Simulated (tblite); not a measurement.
Species: C₄H₆F₃GeN.
Atom-mapped SMILES: `[CH:1]#[C:2][CH2:3][NH:4][GeH2:5][C:6]([F:7])([F:8])[F:9]` (hydrogens: H10 on C1; H11, H12 on C3; H13 on N4; H14, H15 on Ge5)

Computed with GFN2-xTB (tblite), gas phase: L-BFGS steps from a force-field or distance-geometry start until the largest atomic force falls under 0.01 eV/Å.

Step 15: E = -832.5529 eV
```
atom  x, y, z in Å  |  force x, y, z in eV/Å
C1      2.8351   -0.7256   -0.8568   -0.010   0.037   0.029
C2      2.2949    0.3076   -0.5775    0.124  -0.068   0.075
C3      1.4073    1.3713   -0.1480    0.002  -0.023  -0.018
N4      0.2559    0.7985    0.5615   -0.122   0.122  -0.023
Ge5    -0.7197   -0.3947   -0.4097   -0.110   0.036   0.059
C6     -2.5788   -0.6327    0.3491   -0.084  -0.012   0.007
F7     -3.3060   -1.3353   -0.5455    0.069  -0.086  -0.070
F8     -2.6502   -1.3243    1.4990    0.131  -0.001   0.037
F9     -3.2619    0.5013    0.5490    0.111   0.154   0.036
H10     3.3452   -1.6082   -1.1058    0.097   0.045  -0.050
H11     1.9125    2.1061    0.4871    0.013  -0.130   0.011
H12     1.0309    1.8901   -1.0346   -0.033   0.037  -0.035
H13     0.5124    0.5570    1.5102   -0.082  -0.070  -0.010
H14    -0.9037    0.2911   -1.7279   -0.051  -0.049  -0.046
H15    -0.1782   -1.7942   -0.5833   -0.054   0.009  -0.001
```

Step 16: E = -832.5588 eV
```
atom  x, y, z in Å  |  force x, y, z in eV/Å
C1      2.8441   -0.7217   -0.8584   -0.030   0.055   0.042
C2      2.3034    0.3092   -0.5707    0.066  -0.120   0.035
C3      1.4084    1.3696   -0.1478    0.041   0.002   0.012
N4      0.2492    0.8040    0.5560   -0.091   0.067  -0.113
Ge5    -0.7211   -0.4000   -0.4131   -0.152   0.138   0.060
C6     -2.5787   -0.6326    0.3515   -0.082  -0.032   0.023
F7     -3.3073   -1.3393   -0.5393    0.057  -0.044  -0.088
F8     -2.6539   -1.3227    1.5018    0.164  -0.018   0.069
F9     -3.2581    0.5027    0.5547    0.091   0.157  -0.004
H10     3.3547   -1.6036   -1.1093    0.106   0.050  -0.045
H11     1.9135    2.0968    0.4937    0.025  -0.076   0.052
H12     1.0467    1.8999   -1.0334   -0.060  -0.002  -0.048
H13     0.5034    0.5650    1.5054   -0.088  -0.082   0.017
H14    -0.9120    0.2818   -1.7345   -0.042  -0.056  -0.018
H15    -0.1967   -1.8011   -0.5900   -0.004  -0.037   0.004
```

Step 17: E = -832.5654 eV
```
atom  x, y, z in Å  |  force x, y, z in eV/Å
C1      2.8547   -0.7176   -0.8599   -0.040   0.055   0.052
C2      2.3108    0.3083   -0.5605   -0.002  -0.140  -0.017
C3      1.4094    1.3677   -0.1473    0.062   0.020   0.037
N4      0.2398    0.8123    0.5493   -0.040   0.001  -0.171
Ge5    -0.7261   -0.4031   -0.4163   -0.150   0.189   0.031
C6     -2.5800   -0.6331    0.3549   -0.029  -0.028   0.028
F7     -3.3068   -1.3447   -0.5344    0.023   0.022  -0.056
F8     -2.6541   -1.3214    1.5066    0.158  -0.016   0.070
F9     -3.2505    0.5076    0.5607    0.047   0.096  -0.042
H10     3.3682   -1.5968   -1.1143    0.110   0.054  -0.036
H11     1.9154    2.0853    0.5017    0.031  -0.015   0.090
H12     1.0635    1.9102   -1.0328   -0.068  -0.055  -0.038
H13     0.4919    0.5717    1.4994   -0.101  -0.080   0.017
H14    -0.9227    0.2707   -1.7437   -0.035  -0.062   0.020
H15    -0.2178   -1.8090   -0.5967    0.034  -0.043   0.015
```

Task: Estimate the geometry and energy of step 18. (The exact step hangs on the optimiser's Hessian estimate; all steps are aligned on step 17, rigid shifts and turns removed.)

Result: E = -832.5711 eV, largest force 0.176 eV/Å
```
atom  x, y, z in Å  |  force x, y, z in eV/Å
C1      2.8636   -0.7147   -0.8606   -0.031   0.027   0.051
C2      2.3126    0.3037   -0.5499   -0.047  -0.105  -0.062
C3      1.4099    1.3662   -0.1463    0.059   0.017   0.045
N4      0.2301    0.8209    0.5433    0.009  -0.050  -0.162
Ge5    -0.7335   -0.4017   -0.4189   -0.095   0.147  -0.014
C6     -2.5811   -0.6339    0.3585    0.042   0.001   0.020
F7     -3.3046   -1.3489   -0.5318   -0.017   0.081   0.008
F8     -2.6498   -1.3205    1.5118    0.117   0.007   0.038
F9     -3.2412    0.5140    0.5646   -0.006   0.005  -0.055
H10     3.3827   -1.5894   -1.1197    0.105   0.056  -0.024
H11     1.9179    2.0755    0.5091    0.027   0.025   0.106
H12     1.0759    1.9164   -1.0328   -0.056  -0.096  -0.013
H13     0.4807    0.5742    1.4935   -0.120  -0.063  -0.010
H14    -0.9329    0.2609   -1.7532   -0.034  -0.056   0.045
H15    -0.2348   -1.8147   -0.6007    0.046   0.004   0.028
```

The energy changes by -0.0057 eV. The first-order estimate −F·Δx gives -0.0080 eV and the mean of the old and new forces, exact on a quadratic surface, -0.0056 eV. The step makes an angle of 69° with the force vector and moves no atom by more than 0.018 Å.

What follows is the cost of the whole relaxation. Hardware: one thread of an Arm Neoverse N1, shared host with 64 logical CPUs at a one-minute load of 61. Cost: 1.5 s of wall time.
